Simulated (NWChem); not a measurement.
# C$_{2}$H$_{3}$AlCl$_{2}$; SMILES C=[CH][Al]([Cl])[Cl]

```xyz
8

Al    -0.1243     0.1110     0.0000
Cl    -0.4379     2.1831     0.0000
Cl     1.8589    -0.5764     0.0000
C     -1.5713    -1.1576     0.0000
C     -1.3377    -2.4796     0.0000
H     -2.6179    -0.8245     0.0000
H     -2.1488    -3.2188     0.0000
H     -0.3208    -2.8908     0.0000
```
Atoms are numbered in this order, from 1.

All runs: NWChem. Structure relaxed at the PBE0/def2-SVP level. Level M06-L/def2-SVP: energy and gradient on several grids; changes count from the extra-fine grid, which is no exact limit either.

```json
[
 {"grid": "xcoarse", "size of the energy change (μHa)": "8000", "largest change of a gradient component (μHa/bohr)": "5000"},
 {"grid": "coarse", "size of the energy change (μHa)": "900", "largest change of a gradient component (μHa/bohr)": "1000"},
 {"grid": "medium", "size of the energy change (μHa)": "70", "largest change of a gradient component (μHa/bohr)": "400"},
 {"grid": "fine", "size of the energy change (μHa)": "10", "largest change of a gradient component (μHa/bohr)": "70"},
 {"grid": "xfine", "size of the energy change (μHa)": "< 10", "largest change of a gradient component (μHa/bohr)": "< 30"}
]
```
